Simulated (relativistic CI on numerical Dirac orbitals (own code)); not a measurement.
**Ba⁴¹⁺: q coefficients and field-shift factors**

These numbers are calculated, not measured: Dirac-Coulomb-Breit CI, orbitals from a KLI potential per configuration, derivatives by finite differences, unscaled Slater integrals, QED left out (own radial code, finite nucleus).

CI space (outside the closed core [Ne]): 3s²3p³, 3s3p⁴, 3s²3p²3d, 3p⁵, 3s3p³3d, 3p⁴3d, 3s²3p3d², 3s²3d³, 3s3p3d³, 3p³3d², 3p²3d³. Double excitations out of closed p, d and f shells are left out; levels of such configurations are missing from the list, as are those of other unlisted configurations, and high levels can miss mixing partners.

With x = (α/α₀)² − 1 an excitation energy changes as ω = ω₀ + qx; K = 2q/ω₀ is the relative enhancement. Terms are leading LS components, so labels can repeat. The field-shift factor is F = δν/δ⟨r²⟩ for the transition from the lowest level.

Lowest level 3s²3p³ ²P°3/2.

```tsv
Level	ω₀ (cm⁻¹)	q (cm⁻¹)	F (GHz/fm²)
3s²3p³ ⁴S°3/2	686819	839500	-34.7
3s²3p³ ²D°5/2	757934	840700	-35.2
3s²3p³ ²P°1/2	843856	846100	-37
3s²3p²3d ⁴F3/2	1307416	58620	-19.3
3s3p⁴ ⁴P5/2	1505366	445600	-318
3s²3p³ ²P°3/2	1540666	1.69e+06	-80.7
3s3p⁴ ⁴P5/2	1679276	757900	-731
3s3p⁴ ²D3/2	1814758	952700	-842
3s3p⁴ ²S1/2	1819304	984400	-987
3s²3p²3d ²F5/2	1999676	875500	-29.7
3s²3p²3d ⁴D3/2	2012483	897900	-103
3s²3p²3d ⁴D1/2	2015181	885500	-40.9
3s²3p²3d ²G7/2	2065896	884600	-23.4
```

At this charge energies of transitions that change n are usually good to better than 1 %, and those within a shell (Δn = 0) to a few per cent.

(1) Which transition from the lowest level has the largest |K|?

Results:

(1) 3s²3p³ ⁴S°3/2 at 686819 cm⁻¹, K = 2.44.
